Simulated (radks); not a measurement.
Isoelectronic series with 3 electrons, all held in the configuration [He] 2s1, which need not be the ground one along the series. All-electron calculation, scalar-relativistic Kohn-Sham, PBEsol, spin-polarised, spherical densities, finite nucleus; open shells are filled with parallel spins first (spin-orbit coupling, left out, can overturn this in heavy ions); Fermi nuclear charge, rms radius of each element as measured or else 0.836 A^(1/3) + 0.57 fm. Program: a radial shooting solver on a logarithmic mesh with Libxc functionals. Total energies (hartree) and mean radii <r> (bohr):

ion    E (hartree)   2s up  1s down    1s up
Li        -7.39836   3.814   0.5840   0.5840
C3+      -34.59270   1.274   0.2697   0.2698
F6+      -82.09774  0.7750   0.1751   0.1752
Mg9+    -149.98096  0.5572   0.1295   0.1296
P12+    -238.34477  0.4348   0.1027   0.1027
Ar15+   -347.32344  0.3562  0.08498  0.08500
Sc18+   -477.08399  0.3014  0.07243  0.07244
Cr21+   -627.82728  0.2611  0.06305  0.06306
Co24+   -799.78950  0.2300  0.05577  0.05578
Zn27+   -993.24419  0.2054  0.04996  0.04997
As30+  -1208.50410  0.1854  0.04520  0.04520
Kr33+  -1445.92493  0.1687  0.04123  0.04123
Mo39+  -1988.89632  0.1426  0.03496  0.03497
